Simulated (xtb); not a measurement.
Ge(I)(NH2) (GeH2IN), SMILES [I][Ge][NH2] (connectivity only; charge and spin as stated), neutral, multiplicity 1. All values are semi-empirical tight-binding results from xtb (GFN2-xTB unless named), good for trends rather than for accurate numbers. The structure is a stationary point at GFN2-xTB. One conformer was computed; it need not be the lowest.

Optimised geometry:

Bond lengths (Å): Ge1–I2 2.574, Ge1–N3 1.810, N3–H4 1.010, N3–H5 1.009. Angles (°): I2–Ge1–N3 97.0, Ge1–N3–H4 129.2, Ge1–N3–H5 121.7, H4–N3–H5 109.1.

For metal compounds this method's bond lengths and energies can be far off.

Computed properties:
| Property | Result |
|---|---|
| point group as xtb finds it | Cs |
| orbital gap | 3.96 eV |
| zero-point energy | 15.5 kcal/mol |
| G − E(el) at 298.15 K (modified RRHO) | -3.5 kcal/mol |

**Question.** Give the atomic charges and the Wiberg bond orders between heavy atoms. (The exact figures need the calculation; the answer reports its results.)

**Answer.** charges (e) Ge1 0.32, I2 -0.24, N3 -0.40, H4 0.17, H5 0.15. Bond orders Ge1–I2 1.18, Ge1–N3 1.37.
